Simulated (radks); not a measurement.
Task: Radial electron density D(r) = 4 pi r^2 rho(r) of an atom or ion with 9 electrons. Calculated with a radial shooting solver on a logarithmic mesh with Libxc functionals: scalar-relativistic Kohn-Sham, r2SCAN, spin-polarised, spherical densities, finite nucleus; meta-GGA in the generalised Kohn-Sham scheme; Fermi nuclear charge, rms radius of each element as measured or else 0.836 A^(1/3) + 0.57 fm.

| r (bohr) | D(r) (e/bohr) | spin D(r) |
|---|---|---|
| 0.01445 | 0.9179 | 0.000128 |
| 0.01604 | 1.098 | 0.000159 |
| 0.01794 | 1.327 | 0.000202 |
| 0.0199 | 1.576 | 0.000254 |
| 0.02208 | 1.865 | 0.000320 |
| 0.0245 | 2.198 | 0.000408 |
| 0.02741 | 2.609 | 0.000534 |
| 0.03041 | 3.043 | 0.000693 |
| 0.03374 | 3.528 | 0.000907 |
| 0.03744 | 4.064 | 0.00120 |
| 0.04188 | 4.695 | 0.00164 |
| 0.04647 | 5.324 | 0.00221 |
| 0.05156 | 5.983 | 0.00300 |
| 0.05721 | 6.660 | 0.00410 |
| 0.06348 | 7.332 | 0.00563 |
| 0.07101 | 8.026 | 0.00795 |
| 0.07879 | 8.609 | 0.0110 |
| 0.08743 | 9.101 | 0.0151 |
| 0.09701 | 9.469 | 0.0208 |
| 0.1085 | 9.691 | 0.0293 |
| 0.1204 | 9.707 | 0.0400 |
| 0.1336 | 9.524 | 0.0541 |
| 0.1482 | 9.142 | 0.0727 |
| 0.1658 | 8.527 | 0.0990 |
| 0.184 | 7.806 | 0.130 |
| 0.2041 | 6.997 | 0.169 |
| 0.2265 | 6.169 | 0.217 |
| 0.2534 | 5.346 | 0.280 |
| 0.2811 | 4.725 | 0.348 |
| 0.3119 | 4.306 | 0.427 |
| 0.3461 | 4.121 | 0.513 |
| 0.3871 | 4.189 | 0.612 |
| 0.4296 | 4.462 | 0.703 |
| 0.4767 | 4.877 | 0.792 |
| 0.5289 | 5.350 | 0.867 |
| 0.5869 | 5.787 | 0.922 |
| 0.6564 | 6.118 | 0.951 |
| 0.7284 | 6.233 | 0.945 |
| 0.8082 | 6.128 | 0.907 |
| 0.8968 | 5.802 | 0.839 |
| 1.003 | 5.238 | 0.740 |
| 1.113 | 4.572 | 0.632 |
| 1.235 | 3.834 | 0.517 |
| 1.37 | 3.087 | 0.405 |
| 1.533 | 2.333 | 0.295 |
| 1.701 | 1.722 | 0.208 |
| 1.887 | 1.215 | 0.138 |
| 2.094 | 0.8193 | 0.0859 |
| 2.342 | 0.5076 | 0.0469 |
| 2.599 | 0.3086 | 0.0240 |
| 2.884 | 0.1777 | 0.0105 |
| 3.2 | 0.09659 | 0.00353 |
| 3.579 | 0.04669 | 0.000337 |
| 3.971 | 0.02212 | -0.000547 |
| 4.406 | 0.009707 | -0.000596 |

What is the nuclear charge?

Result: Z = 9. The innermost maximum, from 1s, lies near gamma/Z bohr with gamma = sqrt(1 - (Z/c)^2) = 0.998, here 0.111 bohr (found: 0.116), and its height grows with Z. The density is that of neutral fluorine in [He] 2s2 2p5; the configuration itself is not fixed sharply by these data. D(r) has 2 maxima, at r = 0.116, 0.728 bohr, and minima at 0.355 bohr, inside which lie 2.20 electrons.
